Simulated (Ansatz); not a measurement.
Br2Ge, charge -1, doublet, geometry from GFN2-xTB (a state made from the parent by changing its charge; the spin is typed, not shown lowest) (a gas-phase anion, which may not be bound at this level); PBE0/cc-pVTZ (Ansatz, a first-principles code).

Input for Ansatz:
Ansatz 0.2 input:
```yaml
crystal:
  periodic: [false, false, false]
  atoms:
    - {symbol: Ge, position_ang: [0.01772041, 0.00659318, 1.06702307]}
    - {symbol: Br, position_ang: [1.10832851, -1.68300099, -0.49594218]}
    - {symbol: Br, position_ang: [-1.12453002, 1.67697294, -0.47962177]}
basis:
  gaussian:
    orbitals: cc-pVTZ
hamiltonian:
  xc: pbe0
total_charge: -1
magnetization: {spin_polarized: true, initial_magnetization: 1}
```

The log (banner, timings and long lists left out):

```
Functional definition: PBE0
849 factors; integrals over basis functions are off by at most 7.2e-4 eV
mean field evaluation 1: about -196594.6458 eV, gradient 1.4e1 eV
mean field evaluation 2: about -196594.7387 eV, gradient 1.2e1 eV
mean field evaluation 4: about -196595.1815 eV, gradient 3.9e-1 eV
mean field evaluation 8: about -196595.1936 eV, gradient 1.3e-2 eV
mean field evaluation 16: about -196595.1936 eV, gradient 2.3e-5 eV
mean field -196595.19362049 eV, -7224.7401085445 hartree, gradient 1.6e-5 eV, S^2 0.754742; 0 other end points of the search recorded, 0 dependent functions left out
reference -196595.19364354 eV, -7224.7401093919 hartree; 52, 51 occupied and 77, 78 virtual orbitals, 849 factors
Total energy: -196595.19364354 eV, -7224.7401093919 hartree
```
